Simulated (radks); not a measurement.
Numerical settings for the germanium ion Ge+, [Ar] 3d10 4s2 4p1. Method: Dirac Kohn-Sham, PBEsol, spin-unpolarised, spherical densities, point nucleus; open shells fill j = l - 1/2 first; computed with a radial shooting solver on a logarithmic mesh with Libxc functionals. The defaults (mesh step 0.008 in ln r, mesh end at 40 bohr or more with all orbitals vanishing there, Anderson mixing 0.5 over 9 steps, residual threshold near 1e-9 with the energy settled to 1e-9 hartree or 1e-11 of itself, here a cap of 68 iterations) give E = -2097.1254 hartree and 4p1/2 at -11.382 eV in 14 iterations. Times are rough (one thread of a shared host). Changes against that run (0 stands for a change within the tolerance of the run):

setting                     iterations  converged  E (mhartree)  e(4p1/2) (meV)  CPU (s)
mesh step in ln r 0.03              14        yes     +0.000199               0     0.04
mesh step in ln r 0.05              14        yes      +0.00369        -0.00364     0.03
mesh step in ln r 0.003             14        yes             0               0      0.3
mesh end (bohr) 8                   14        yes        +0.297           +22.2     0.11
mesh end (bohr) 400                 14        yes             0               0     0.12
residual threshold 1e-05            10        yes             0         +0.0253      0.1
residual threshold 0.1              10        yes             0         +0.0253      0.1
mixing 0.2                          19        yes             0               0     0.15
linear mixing, mixing 0.2           68         no             0               0     0.37
linear mixing, mixing 0.05          68         no        +0.116            -146     0.44
mixing history 20                   22        yes             0               0     0.16
iteration cap 2                      2         no          +817       -1.09e+04     0.02

No run marked as converged misses the energy by more than 1 mhartree. A mesh that ends early acts as a hard wall.
